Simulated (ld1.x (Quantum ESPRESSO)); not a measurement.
**Varying the TM potential for Cs**

Base potential:

Cs, norm-conserving Troullier–Martins (Kleinman–Bylander form), made with ld1.x (Quantum ESPRESSO) 7.5 (PBE, scalar-relativistic). Core [Xe], reference 5d0 6s1 6p0. Waves: 6p (bound, empty): rc 3.55 bohr; 5d (bound, empty): rc 4.20 bohr; 6s (bound): rc 4.10 bohr. Local part: the s channel. Core correction: none.

All-electron outer shells of the reference configuration (PBE, scalar-relativistic, ld1.x):

| shell | level (eV) | outermost node (bohr) | outermost maximum (bohr) |
| --- | --- | --- | --- |
| 5s | -26.73 | 0.82 | 1.54 |
| 5p | -13.52 | 0.89 | 1.79 |
| 6s | -2.09 | 2.11 | 4.80 |
| 6p | -0.74 | 2.61 | 6.72 |
| 5d | -0.38 | 1.06 | 3.51 |

Cutoffs, loose and tight: the cutoffs (Ry, on a coarse ladder) from which the occupation-weighted sum of valence levels, in a spherical-Bessel basis at the reference potential, stays within 10 and 1 mRy of its value at 400 Ry. They do not see the model core or the augmentation charge, which bear on the density cutoff. Test errors are all-electron minus pseudo excitation energies from the reference, over the configurations 5d0 6s0.5 6p0; 5d0 6s0 6p1; 5d1 6s0 6p0; 5d0.5 6s0.5 6p0. A dash means not determined; rows that change the core or the reference have their own tests.

For the base: The cutoffs count occupied waves only; the empty 6p level needs 15 Ry at the loose tolerance.

A true bound ghost makes a file unfit for plane-wave use even where its test errors are small: the radial tests pick states by their node count and pass the ghost by.

| change | outcome | cutoff, loose | cutoff, tight | bound ghosts | largest test error (meV) |
| --- | --- | --- | --- | --- | --- |
| base | generated | 6 Ry | 6 Ry | p | +134 |
| all radii scaled by about 0.77 (s 3.14, p 2.72, d 3.22 bohr) | generated | 6 Ry | 8 Ry | p | +203 |
| all radii scaled by about 0.82 (s 3.38, p 2.92, d 3.46 bohr) | generated | 6 Ry | 8 Ry | p | +199 |
| all radii scaled by about 0.90 (s 3.68, p 3.18, d 3.76 bohr) | generated | 6 Ry | 6 Ry | p | +135 |
| all radii scaled by about 0.95 (s 3.90, p 3.38, d 3.98 bohr) | generated | 6 Ry | 6 Ry | p | +133 |
| all radii scaled by about 1.04 (s 4.28, p 3.70, d 4.38 bohr) | generated | 6 Ry | 6 Ry | p | +133 |
| all radii scaled by about 1.12 (s 4.60, p 3.98, d 4.72 bohr) | generated | 6 Ry | 6 Ry | p | +126 |
| all radii scaled by about 1.18 (s 4.84, p 4.18, d 4.96 bohr) | generated | 6 Ry | 6 Ry | p | +115 |
| all radii scaled by about 1.22 (s 5.02, p 4.34, d 5.14 bohr) | generated | 6 Ry | 6 Ry | none | +96 |
| all radii scaled by about 1.31 (s 5.38, p 4.66, d 5.50 bohr) | generated | 6 Ry | 6 Ry | none | +74 |
| all radii scaled by about 1.40 (s 5.74, p 4.98, d 5.88 bohr) | generated | 6 Ry | 6 Ry | none | +72 |

Reading the sweep of the scale of all radii (base = 1) (base included, trends over the rows without a ghost): Bound ghosts are found at 0.77, 0.82, 0.9, 0.95, 1, 1.04, 1.12, 1.18.
